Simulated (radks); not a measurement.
The numbers below are computed, except where a source is named.
Species: Ar. Configuration: [Ar]. Code: a radial shooting solver on a logarithmic mesh with Libxc functionals. Model: scalar-relativistic Kohn-Sham, r2SCAN, spin-polarised, spherical densities, finite nucleus; meta-GGA in the generalised Kohn-Sham scheme; Fermi nuclear charge, rms radius 3.4274 fm; hard spherical wall at 3.5 bohr. Some entries of the table are withheld. Estimate them.

| orbital | occ. | eigenvalue (hartree) | <r> (bohr) | <1/r> (bohr^-1) |
|---|---|---|---|---|
| 1s | 2 | -114.9957 | 0.08574 | 17.69 |
| 2s | 2 | -10.89776 | 0.4128 | 3.566 |
| 2p | 6 | -8.34761 | 0.3765 | 3.453 |
| 3s | 2 | -0.78399 | (1) | 0.9816 |
| 3p | 6 | -0.22871 | 1.519 | (2) |
| 3d | 0 | 0.57965 | 1.728 | 0.6822 |
| 4s | 0 | 1.04081 | 2.088 | 0.7168 |
| 4p | 0 | 1.38824 | 2.024 | 0.7530 |

Answer. 
(1) 3s <r> (bohr): 1.391
(2) 3p <1/r> (bohr^-1): 0.8699
